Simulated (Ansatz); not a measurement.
1,2-elimination

Start structure (SiN2H6S, singlet), relaxed at PBE0-D4/def2-TZVP:

Si1  (0.097, -0.162, -0.240)
H2  (1.022, -0.733, -1.256)
S3  (-1.796, 0.083, -1.231)
H4  (-1.248, 0.213, -2.449)
N5  (0.925, 1.207, 0.356)
N6  (-0.335, -1.089, 1.122)
H7  (1.552, 1.709, -0.251)
H8  (0.477, 1.826, 1.015)
H9  (0.319, -1.224, 1.876)
H10  (-1.013, -1.830, 1.058)
(Å)

The step: SiN₂H₆S ([NH2][SiH]([NH2])[SH]) → SiN₂H₄S ([NH2][Si]([NH2])[S]) + H₂; bonds formed: H2–H4; bonds broken: Si1–H2, S3–H4. Computed with Ansatz 0.2.0 (basis: def2-TZVPP and def2-QZVPP); correlated methods freeze the cores. Extrapolation: Hartree–Fock as exp(−7.88 √X), correlation as X^−2.97. Energies below are by CCSD(T) at an estimated basis limit (MP2 extrapolated from triple and quadruple zeta, plus CCSD(T) − MP2 in triple zeta).

Task: What are the electronic barrier and the energy of the step, from the start structure to the end structure? (An estimate is asked for; the value comes from the calculation.)

Result: By the calculation: Barrier 183.9 kJ/mol; step energy 73.3 kJ/mol (uphill); reverse barrier, their difference, 110.6 kJ/mol. Barrier and step energy count from the start structure, the reverse barrier from the end structure.

The saddle point: One imaginary mode of 1172i cm⁻¹.
```
  pair  start (Å)  saddle (Å)  end (Å)
 H2–H4       2.73        1.02     0.75
Si1–H2       1.49        1.71     3.43
 S3–H4       1.34        1.75     3.30
```

Zero-point energy (harmonic, PBE0-D4): ZPE is 187.9 kJ/mol at the start and 178.4 kJ/mol at the saddle, so the barrier goes from 183.9 to 174.5 kJ/mol.

First-order rate constant out of the start structure at 498 K by transition-state theory, with harmonic vibrational free energies alone and no tunnelling: ΔA‡ = 175.6 kJ/mol, so k = (kB T/h) exp(−ΔA‡/kB T) ≈ 10^-5 s⁻¹ (an order of magnitude at best: rotation, the number of equivalent paths and anharmonicity are left out).

No T1 diagnostic of these runs exceeds 0.013.

Labels in which every atom is bracketed show which atoms are joined, not bond orders.

For scale, one of the runs: CCSD(T)/def2-TZVPP, 230 basis functions (an equivalent command: `ansatz run in.yaml --threads 4`). Time: 63 s of wall clock on 4 CPU threads; the host was shared. Peak host memory: 3.7 GiB.
